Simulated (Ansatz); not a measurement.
Consider the substitution at a C–Si bond: `F[SiH2]C1C[SiH2]1` + H₂S → `SC1C[SiH2]1` + `F[SiH3]`.

Program: Ansatz. Geometries: PBE0-D4/def2-TZVP. ΔE: electronic, gas phase. CCSD(T)/CBS adds triple-zeta CCSD(T) − MP2 to the extrapolated MP2 energy (def2 sets, frozen cores). This one scheme is used for every species. DFT in def2-TZVPP. One conformer a species, not always the lowest.

`F[SiH2]C1C[SiH2]1`:

```xyz
12

F    -2.750   -0.605   -0.011
Si   -1.364   -0.619   -0.818
C     0.055   -0.532    0.338
C     1.391    0.059   -0.202
Si    0.569    1.084    1.085
H    -1.372   -1.858   -1.638
H    -1.336    0.573   -1.706
H     0.176   -1.397    0.989
H     1.385    0.403   -1.233
H     2.288   -0.499    0.044
H     1.102    1.076    2.462
H    -0.144    2.315    0.690
```

H₂S:

Cartesian coordinates in Å:
```
S 0.193 -0.124 0.575
H -0.927 0.409 0.065
H 0.735 -0.285 -0.641
```

`SC1C[SiH2]1`:

```xyz
10

S     1.436   -1.420   -0.646
C     0.649   -0.145    0.323
C    -0.808   -0.464    0.730
Si   -0.636    0.970   -0.417
H     2.099   -0.636   -1.511
H     1.263    0.236    1.134
H    -1.053   -0.299    1.774
H    -1.211   -1.393    0.339
H    -0.960    0.810   -1.847
H    -0.779    2.340    0.122
```

`F[SiH3]`:

```xyz
5

F    -0.719    1.294    0.491
Si    0.019   -0.034   -0.013
H     0.362    0.139   -1.444
H    -0.906   -1.178    0.167
H     1.244   -0.221    0.798
```

```csv
level,ΔE (kcal/mol)
r2SCAN,17.6
HF/def2-QZVPP,16.4
```

(1) What does CCSD(T)/CBS give? (Best estimate.)

Largest T1 diagnostic among the species: 0.012.

Answers

(1) Computed: +17.4 kcal/mol. The listed levels differ from it by 0.2, -1.0 kcal/mol.

In def2-TZVPP, CCSD(T) changes the Hartree–Fock value by +1.1 kcal/mol (the triples alone add −0.2 kcal/mol) and MP2 by +0.8 kcal/mol.
